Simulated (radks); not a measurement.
Results of a calculation; reference values are marked as such.
Task: Neutral gadolinium, 64 electrons, occupied as [Xe] 4f(5/2: 5, 7/2: 2) 6s2 6p(1/2: 1, 3/2: 0) (not the ground configuration). Level of theory: Dirac Kohn-Sham, PBE, spin-unpolarised, spherical densities, finite nucleus; Fermi nuclear charge, rms radius 5.1569 fm (a radial shooting solver on a logarithmic mesh with Libxc functionals).

Spin-orbit splittings of the eigenvalues, e(l+1/2) - e(l-1/2), with zeta = 2 splitting/(2l+1) and mean radii in bohr:

| shell | occ. | splitting (eV) | zeta (eV) | <r> j=l-1/2 | <r> j=l+1/2 |
|---|---|---|---|---|---|
| 2p | 6 | ? | ? | 0.07746 | 0.08430 |
| 3p | 6 | 142.7 | 95.16 | 0.2336 | 0.2467 |
| 3d | 10 | 31.10 | 12.44 | 0.2187 | 0.2228 |
| 4p | 6 | 31.75 | 21.17 | 0.5648 | 0.5943 |
| 4d | 10 | 5.739 | 2.295 | 0.6302 | 0.6407 |
| 4f | 7 | 0.7557 | 0.2159 | 0.8555 | 0.8676 |
| 5p | 6 | 4.420 | 2.946 | 1.485 | 1.577 |
| 6p | 1 | 0.3173 | 0.2115 | 4.861 | 5.168 |

Estimate the 2p splitting.

Result: 695.8 eV (zeta = 463.9 eV).
